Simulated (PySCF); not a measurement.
C4H13ClOSi2.
Cartesian coordinates in Å at the GFN2-xTB level; atoms count from 1:
```xyz
21
C4H13ClOSi2 angstrom
C     -3.0896    1.7097    0.1660
C     -2.7414    0.5115   -0.7022
O     -1.3685    0.2520   -0.6243
Si    -0.5273   -0.9291   -1.3441
Si     1.5766   -0.3827   -0.6090
Cl     2.8710   -1.6803   -1.5077
C      1.8317   -0.5739    1.2797
C      3.2887   -0.4384    1.7139
H     -2.8400    1.5028    1.2033
H     -4.1516    1.9261    0.0912
H     -2.5243    2.5790   -0.1595
H     -3.0115    0.7057   -1.7468
H     -3.2968   -0.3740   -0.3716
H     -1.0523   -2.2504   -0.9518
H     -0.7304   -0.8929   -2.8021
H      2.0982    0.9464   -0.9740
H      1.4592   -1.5496    1.6017
H      1.2304    0.1716    1.8029
H      3.6836    0.5371    1.4392
H      3.8990   -1.1975    1.2306
H      3.3863   -0.5561    2.7920
```

Computed at PBE0/pcSseg-1 (PySCF, non-relativistic), with Q(17O) = −0.0256 b, Q(35Cl) = −0.0817 b: O3, 17O (I = 5/2): χzz = -10.17 MHz, η = 0.375; Cl6, 35Cl (I = 3/2): χzz = -39.28 MHz, η = 0.044.

(1) Where would the pure quadrupole (NQR) lines of 17O at O3 fall for the rigid, isolated species?

(2) Where would the pure quadrupole (NQR) lines of 35Cl at Cl6 fall for the rigid, isolated species?

(3) Apply the simplest Townes–Dailey estimate (no s hybridisation, no π bonding), ionic character = 1 − χzz/χ0, where χ0 is the coupling for one missing p electron along the bond: −109.74 MHz for 35Cl.

## Answers

(1) From the eigenvalues of H = χ/[4I(2I − 1)] × [3Iz² − I(I + 1) + η(Ix² − Iy²)], steps between neighbouring levels, labelled as for η = 0: ±1/2↔±3/2 1.743 MHz, ±3/2↔±5/2 2.971 MHz (silyl ether oxygen).

(2) From ν = (|χ|/2)√(1 + η²/3): ν = 19.64 MHz (silicon-bound chlorine). For 37Cl the ratio of quadrupole moments, 0.7881, gives 15.48 MHz.

(3) Cl6 on Si5: 1 − (-39.28)/(-109.74) = 0.64. In this model a purely covalent bond gives χ0 and a free halide ion gives zero; s hybridisation or π bonding, where present, is counted here as ionic character.

In a crystal, neighbours and librations shift these lines. GFN2-xTB bond lengths can be off by several hundredths of an ångström, more for odd bonds, and the gradients follow them. The basis is small and wasn't made for field gradients, so the couplings can be 20 % off.

One conformer stands for the species.
